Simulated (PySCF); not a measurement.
C$_{3}$H$_{8}$Cl$_{2}$GaN, singlet, geometry from GFN2-xTB (such geometries of metal compounds can be far from the true shape); CASSCF(10,9)/STO-3G run with PySCF.

Here is a job for PySCF.
```python
from pyscf import gto, scf, mcscf
import numpy

mol = gto.Mole()
mol.atom = '''
    Ga    0.26763290    0.20624365    0.49116264
    Cl   -0.61497072   -1.19097338    1.77328956
    Cl    1.29855822    1.79717564    1.38797134
    N     0.47267951    0.16058380   -1.35733737
    C    -0.35001371   -0.52869348   -2.34487038
    C    -0.72747507   -1.90212206   -1.80618042
    C    -1.60075892    0.27233043   -2.70698822
    H     0.76097609    1.07397459   -1.70351513
    H     0.26437321   -0.65435054   -3.24954553
    H    -1.19080324   -2.50759806   -2.58073680
    H     0.16564804   -2.40948306   -1.44106681
    H    -1.42775459   -1.78546821   -0.97780574
    H    -2.20225923   -0.26460120   -3.43626394
    H    -2.19668486    0.43416160   -1.80546726
    H    -1.33037293    1.24119731   -3.12348027
'''
mol.basis = 'sto-3g'
mol.verbose = 4
mol.build()

mf = scf.RHF(mol)
mf.kernel()
mc = mcscf.CASSCF(mf, 9, 10)
mc.fix_spin_(ss=0.0)
mc.kernel()
occ = numpy.linalg.eigvalsh(mc.fcisolver.make_rdm1(mc.ci, mc.ncas, mc.nelecas))[::-1]
ss = mc.fcisolver.spin_square(mc.ci, mc.ncas, mc.nelecas)[0]
print('natural occupations', occ.round(4), ' <S^2>', round(ss, 4))
```

Task: What does PySCF print? Leave out banner, timings and long lists.

Result: 
```
PySCF version 2.14.0

[INPUT] verbose = 4
[INPUT] num. atoms = 15
[INPUT] num. electrons = 98
[INPUT] charge = 0
[INPUT] spin (= nelec alpha-beta = 2S) = 0
[INPUT] symmetry False subgroup None
[INPUT] Mole.unit = angstrom
[INPUT] Symbol           X                Y                Z      unit          X                Y                Z       unit  Magmom
[...]
nuclear repulsion = 763.760170035953
number of shells = 38
number of NR pGTOs = 192
number of NR cGTOs = 64
basis = sto-3g
ecp = {}

******** <class 'pyscf.scf.hf.RHF'> ********
method = RHF
initial guess = minao
damping factor = 0
level_shift factor = 0
DIIS = <class 'pyscf.scf.diis.CDIIS'>
diis_start_cycle = 1
diis_space = 8
diis_damp = 0
SCF conv_tol = 1e-09
SCF conv_tol_grad = None
SCF max_cycles = 50
direct_scf = True
direct_scf_tol = 1e-13
Set gradient conv threshold to 3.16228e-05
Initial guess from minao.
init E= -2978.67776522958
[...]
cycle= 1 E= -2980.72570495314  delta_E= -2.05  |g|= 0.466  |ddm|= 4.62
[...]
cycle= 2 E= -2980.83536644856  delta_E= -0.11  |g|= 0.112  |ddm|= 1.05
[...]
cycle= 3 E= -2980.84288915042  delta_E= -0.00752  |g|= 0.0396  |ddm|= 0.28
[...]
cycle= 4 E= -2980.84379805572  delta_E= -0.000909  |g|= 0.012  |ddm|= 0.106
[...]
cycle= 5 E= -2980.84391210318  delta_E= -0.000114  |g|= 0.00521  |ddm|= 0.0372
[...]
cycle= 6 E= -2980.84393924182  delta_E= -2.71e-05  |g|= 0.00236  |ddm|= 0.0177
[...]
cycle= 7 E= -2980.8439503472  delta_E= -1.11e-05  |g|= 0.000823  |ddm|= 0.0162
[...]
cycle= 8 E= -2980.84395188548  delta_E= -1.54e-06  |g|= 0.000339  |ddm|= 0.00562
[...]
cycle= 9 E= -2980.84395217512  delta_E= -2.9e-07  |g|= 0.000122  |ddm|= 0.00262
[...]
cycle= 10 E= -2980.84395220783  delta_E= -3.27e-08  |g|= 5.32e-05  |ddm|= 0.000776
[...]
cycle= 11 E= -2980.84395221425  delta_E= -6.42e-09  |g|= 1.91e-05  |ddm|= 0.00039
[...]
cycle= 12 E= -2980.84395221505  delta_E= -7.93e-10  |g|= 5.54e-06  |ddm|= 0.000146
[...]
Extra cycle  E= -2980.84395221509  delta_E= -4.27e-11  |g|= 3.52e-06  |ddm|= 1.66e-05
converged SCF energy = -2980.84395221509

******** <class 'pyscf.mcscf.mc1step.CASSCF'> ********
CAS (5e+5e, 9o), ncore = 44, nvir = 11
max_cycle_macro = 50
max_cycle_micro = 4
conv_tol = 1e-07
conv_tol_grad = None
orbital rotation max_stepsize = 0.02
orbital rotation threshold for CI restart = 0.01
augmented hessian ah_max_cycle = 30
augmented hessian ah_conv_tol = 1e-12
augmented hessian ah_linear dependence = 1e-14
augmented hessian ah_level shift = 1e-08
augmented hessian ah_start_tol = 2.5
augmented hessian ah_start_cycle = 3
augmented hessian ah_grad_trust_region = 3
kf_trust_region = 3
kf_interval = 4
ci_response_space = 4
ci_grad_trust_region = 3
with_dep4 0
natorb = False
canonicalization = True
sorting_mo_energy = False
ao2mo_level = 2
internal_rotation = False
******** <class 'pyscf.fci.addons.SpinPenaltyFCISolver'> ********
max. cycles = 50
conv_tol = 1e-08
davidson only = True
linear dependence = 1e-12
level shift = 0.001
max iter space = 12
nroots = 1
pspace_size = 400
spin = None
CASCI E = -2980.86452921343  S^2 = 0.0000000
Set conv_tol_grad to 0.000316228
macro iter   1 ( 21 JK    4 micro), CASSCF E = -2980.88010185008  dE = -1.55726366e-02  S^2 = 0.0000000
               |grad[o]|=0.0604  |grad[c]|=0.0624  |ddm|=0.165  |maxRot[o]|=0.217
macro iter   2 ( 21 JK    4 micro), CASSCF E = -2980.88866250749  dE = -8.56065741e-03  S^2 = 0.0000000
               |grad[o]|=0.0436  |grad[c]|=0.0588  |ddm|=0.0584  |maxRot[o]|=0.218
macro iter   3 ( 21 JK    4 micro), CASSCF E = -2980.89452609613  dE = -5.86358865e-03  S^2 = 0.0000000
               |grad[o]|=0.0316  |grad[c]|=0.0663  |ddm|=0.0308  |maxRot[o]|=0.162
macro iter   4 ( 21 JK    4 micro), CASSCF E = -2980.89732978328  dE = -2.80368714e-03  S^2 = 0.0000000
               |grad[o]|=0.025  |grad[c]|=0.0165  |ddm|=0.0164  |maxRot[o]|=0.0633
macro iter   5 ( 21 JK    4 micro), CASSCF E = -2980.89904348263  dE = -1.71369935e-03  S^2 = 0.0000000
               |grad[o]|=0.0191  |grad[c]|=0.00759  |ddm|=0.0103  |maxRot[o]|=0.0633
macro iter   6 ( 21 JK    4 micro), CASSCF E = -2980.89984809042  dE = -8.04607791e-04  S^2 = 0.0000000
               |grad[o]|=0.0143  |grad[c]|=0.00868  |ddm|=0.00683  |maxRot[o]|=0.0364
macro iter   7 ( 17 JK    4 micro), CASSCF E = -2980.90128670079  dE = -1.43861037e-03  S^2 = 0.0000000
               |grad[o]|=0.0106  |grad[c]|=0.0134  |ddm|=0.00697  |maxRot[o]|=0.0743
macro iter   8 ( 21 JK    4 micro), CASSCF E = -2980.90164814702  dE = -3.61446233e-04  S^2 = 0.0000000
               |grad[o]|=0.0128  |grad[c]|=0.0235  |ddm|=0.00323  |maxRot[o]|=0.0755
macro iter   9 ( 21 JK    4 micro), CASSCF E = -2980.90209102039  dE = -4.42873370e-04  S^2 = 0.0000000
               |grad[o]|=0.0119  |grad[c]|=0.00888  |ddm|=0.0032  |maxRot[o]|=0.052
macro iter  10 ( 21 JK    4 micro), CASSCF E = -2980.90241732588  dE = -3.26305485e-04  S^2 = 0.0000000
               |grad[o]|=0.0109  |grad[c]|=0.00864  |ddm|=0.00378  |maxRot[o]|=0.0369
macro iter  11 ( 21 JK    4 micro), CASSCF E = -2980.90265963430  dE = -2.42308420e-04  S^2 = 0.0000000
               |grad[o]|=0.00948  |grad[c]|=0.0092  |ddm|=0.00431  |maxRot[o]|=0.0274
macro iter  12 ( 21 JK    4 micro), CASSCF E = -2980.90284052763  dE = -1.80893338e-04  S^2 = 0.0000000
               |grad[o]|=0.00809  |grad[c]|=0.00987  |ddm|=0.00469  |maxRot[o]|=0.0199
macro iter  13 ( 21 JK    4 micro), CASSCF E = -2980.90297533544  dE = -1.34807803e-04  S^2 = 0.0000000
               |grad[o]|=0.00692  |grad[c]|=0.0105  |ddm|=0.00479  |maxRot[o]|=0.014
macro iter  14 ( 21 JK    4 micro), CASSCF E = -2980.90307546327  dE = -1.00127829e-04  S^2 = 0.0000000
               |grad[o]|=0.00601  |grad[c]|=0.011  |ddm|=0.00494  |maxRot[o]|=0.012
macro iter  15 ( 21 JK    4 micro), CASSCF E = -2980.90314921218  dE = -7.37489172e-05  S^2 = 0.0000000
               |grad[o]|=0.00534  |grad[c]|=0.0114  |ddm|=0.005  |maxRot[o]|=0.011
[...]
macro iter  22 ( 21 JK    4 micro), CASSCF E = -2980.90335272534  dE = -1.34867882e-05  S^2 = 0.0000000
               |grad[o]|=0.00404  |grad[c]|=0.00947  |ddm|=0.00401  |maxRot[o]|=0.0106
macro iter  23 ( 21 JK    4 micro), CASSCF E = -2980.90336207610  dE = -9.35075923e-06  S^2 = 0.0000000
               |grad[o]|=0.00403  |grad[c]|=0.00904  |ddm|=0.00382  |maxRot[o]|=0.0119
macro iter  24 ( 21 JK    4 micro), CASSCF E = -2980.90336728419  dE = -5.20808635e-06  S^2 = 0.0000000
               |grad[o]|=0.00403  |grad[c]|=0.00865  |ddm|=0.00364  |maxRot[o]|=0.0129
macro iter  25 ( 21 JK    4 micro), CASSCF E = -2980.90336883879  dE = -1.55460521e-06  S^2 = 0.0000000
               |grad[o]|=0.00406  |grad[c]|=0.00829  |ddm|=0.00346  |maxRot[o]|=0.0139
macro iter  26 ( 21 JK    4 micro), CASSCF E = -2980.90336638841  dE =  2.45038245e-06  S^2 = 0.0000000
               |grad[o]|=0.00409  |grad[c]|=0.00798  |ddm|=0.00328  |maxRot[o]|=0.0146
macro iter  27 ( 21 JK    4 micro), CASSCF E = -2980.90369068296  dE = -3.24294549e-04  S^2 = 0.0000000
               |grad[o]|=0.00414  |grad[c]|=0.00234  |ddm|=0.00304  |maxRot[o]|=0.042
macro iter  28 ( 21 JK    4 micro), CASSCF E = -2980.90388678606  dE = -1.96103102e-04  S^2 = 0.0000000
               |grad[o]|=0.00365  |grad[c]|=0.00177  |ddm|=0.00172  |maxRot[o]|=0.0456
macro iter  29 ( 21 JK    4 micro), CASSCF E = -2980.90391072795  dE = -2.39418923e-05  S^2 = 0.0000000
               |grad[o]|=0.00361  |grad[c]|=0.00541  |ddm|=0.00274  |maxRot[o]|=0.00426
macro iter  30 ( 21 JK    4 micro), CASSCF E = -2980.90386012796  dE =  5.05999892e-05  S^2 = 0.0000000
               |grad[o]|=0.00342  |grad[c]|=0.00873  |ddm|=0.00319  |maxRot[o]|=0.0126
macro iter  31 ( 21 JK    4 micro), CASSCF E = -2980.90408880010  dE = -2.28672139e-04  S^2 = 0.0000000
               |grad[o]|=0.0034  |grad[c]|=0.0016  |ddm|=0.00169  |maxRot[o]|=0.0378
macro iter  32 ( 21 JK    4 micro), CASSCF E = -2980.90418992632  dE = -1.01126220e-04  S^2 = 0.0000000
               |grad[o]|=0.00322  |grad[c]|=0.00142  |ddm|=0.00181  |maxRot[o]|= 0.02
macro iter  33 ( 21 JK    4 micro), CASSCF E = -2980.90421148620  dE = -2.15598807e-05  S^2 = 0.0000000
               |grad[o]|=0.00317  |grad[c]|=0.00441  |ddm|=0.00265  |maxRot[o]|=0.00398
macro iter  34 (  7 JK    2 micro), CASSCF E = -2980.90448440811  dE = -2.72921905e-04  S^2 = 0.0000000
               |grad[o]|=0.00305  |grad[c]|=0.00195  |ddm|=0.0037  |maxRot[o]|=0.059
macro iter  35 (  7 JK    2 micro), CASSCF E = -2980.90479198387  dE = -3.07575757e-04  S^2 = 0.0000000
               |grad[o]|=0.00336  |grad[c]|=0.00323  |ddm|=0.00473  |maxRot[o]|=0.0643
macro iter  36 (  7 JK    2 micro), CASSCF E = -2980.90512147199  dE = -3.29488129e-04  S^2 = 0.0000000
               |grad[o]|=0.00422  |grad[c]|=0.00393  |ddm|=0.00568  |maxRot[o]|=0.067
macro iter  37 (  7 JK    2 micro), CASSCF E = -2980.90548554151  dE = -3.64069519e-04  S^2 = 0.0000000
               |grad[o]|=0.00553  |grad[c]|=0.00434  |ddm|=0.00668  |maxRot[o]|=0.0684
macro iter  38 (  7 JK    2 micro), CASSCF E = -2980.90591353494  dE = -4.27993425e-04  S^2 = 0.0000000
               |grad[o]|=0.00709  |grad[c]|=0.00425  |ddm|=0.00797  |maxRot[o]|=0.0691
macro iter  39 (  7 JK    2 micro), CASSCF E = -2980.90645757404  dE = -5.44039101e-04  S^2 = 0.0000000
               |grad[o]|=0.00873  |grad[c]|=0.00344  |ddm|=0.00975  |maxRot[o]|=0.0694
macro iter  40 (  7 JK    2 micro), CASSCF E = -2980.90721068132  dE = -7.53107285e-04  S^2 = 0.0000000
               |grad[o]|=0.0102  |grad[c]|=0.00298  |ddm|=0.0126  |maxRot[o]|=0.0695
macro iter  41 (  7 JK    2 micro), CASSCF E = -2980.90797463923  dE = -7.63957911e-04  S^2 = 0.0000000
               |grad[o]|=0.011  |grad[c]|=0.0081  |ddm|=0.0102  |maxRot[o]|=0.0696
macro iter  42 (  7 JK    2 micro), CASSCF E = -2980.90865864682  dE = -6.84007583e-04  S^2 = 0.0000000
               |grad[o]|=0.0105  |grad[c]|=0.0102  |ddm|=0.0076  |maxRot[o]|=0.0697
macro iter  43 ( 17 JK    4 micro), CASSCF E = -2980.90854657233  dE =  1.12074491e-04  S^2 = 0.0000000
               |grad[o]|=0.00891  |grad[c]|=0.0116  |ddm|=0.0124  |maxRot[o]|=0.139
macro iter  44 ( 21 JK    4 micro), CASSCF E = -2980.90877452011  dE = -2.27947779e-04  S^2 = 0.0000000
               |grad[o]|=0.00566  |grad[c]|=0.00539  |ddm|=0.00244  |maxRot[o]|=0.0412
macro iter  45 (  7 JK    2 micro), CASSCF E = -2980.90916752814  dE = -3.93008030e-04  S^2 = 0.0000000
               |grad[o]|=0.00501  |grad[c]|=0.00213  |ddm|=0.00327  |maxRot[o]|=0.0383
macro iter  46 (  7 JK    2 micro), CASSCF E = -2980.90959493531  dE = -4.27407170e-04  S^2 = 0.0000000
               |grad[o]|=0.00456  |grad[c]|=0.0042  |ddm|=0.00419  |maxRot[o]|=0.0517
macro iter  47 (  7 JK    2 micro), CASSCF E = -2980.90994345207  dE = -3.48516760e-04  S^2 = 0.0000000
               |grad[o]|=0.00402  |grad[c]|=0.00541  |ddm|=0.00425  |maxRot[o]|=0.0601
macro iter  48 (  7 JK    2 micro), CASSCF E = -2980.91016991935  dE = -2.26467289e-04  S^2 = 0.0000000
               |grad[o]|=0.00338  |grad[c]|=0.00533  |ddm|=0.0045  |maxRot[o]|=0.0648
macro iter  49 ( 11 JK    3 micro), CASSCF E = -2980.91011034066  dE =  5.95786973e-05  S^2 = 0.0000000
               |grad[o]|=0.00262  |grad[c]|=0.00611  |ddm|=0.00381  |maxRot[o]|=0.0736
macro iter  50 ( 21 JK    4 micro), CASSCF E = -2980.91014073571  dE = -3.03950519e-05  S^2 = 0.0000000
               |grad[o]|=0.00279  |grad[c]|=0.00341  |ddm|=0.00178  |maxRot[o]|=0.0247
1-step CASSCF not converged,  50 macro (850 JK 173 micro) steps
CASSCF canonicalization
Density matrix diagonal elements [1.98767532 1.91660559 1.96179386 1.95842145 1.92869135 0.09099325
 0.11170447 0.02211153 0.02200317]
CASSCF energy = -2980.91014073571
CASCI E = -2980.91014073571  E(CI) = -24.5793490053834  S^2 = 0.0000000
natural occupations [1.9895 1.9835 1.9737 1.9489 1.9182 0.1039 0.0463 0.0198 0.0163]  <S^2> 0.0
```

Convergence was not reached.
